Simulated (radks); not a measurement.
Results of a calculation; reference values are marked as such.
These are the eigenvalues of the occupied orbitals of an atom or ion with whole-number occupations (eV). Level of theory: scalar-relativistic Kohn-Sham, PBE, spin-polarised, spherical densities, finite nucleus; Fermi nuclear charge, rms radius of each element as measured or else 0.836 A^(1/3) + 0.57 fm (a radial shooting solver on a logarithmic mesh with Libxc functionals).

1s up: -30312.22
1s down: -30312.17
2s up: -4619.857
2s down: -4619.840
2p up: -4148.477
2p down: -4148.440
3s up: -912.5366
3s down: -912.4960
3p up: -758.8581
3p down: -758.8115
3d up: -524.3255
3d down: -524.2824
4s up: -157.2873
4s down: -157.1874
4p up: -110.2521
4p down: -110.1441
4d up: -42.0055
4d down: -41.7777
5s up: -21.2336
5s down: -19.7540
5p up: -12.6247

Which element is it, and in what charge state? The configuration may be excited. Open shells, if any, are filled with parallel spins first.

Answer. Z = 51, antimony, charge +1: Sb+ in [Kr] 4d10 5s2 5p2. The list shows which subshells hold electrons but not how many an open one holds; the 1s level, -1114 hartree, gives Z - s = 47.2 by -(Z - s)^2/2, which with screening and relativity narrows Z to a few neighbours, and the depths of the outer levels then fix element, charge and occupations together.
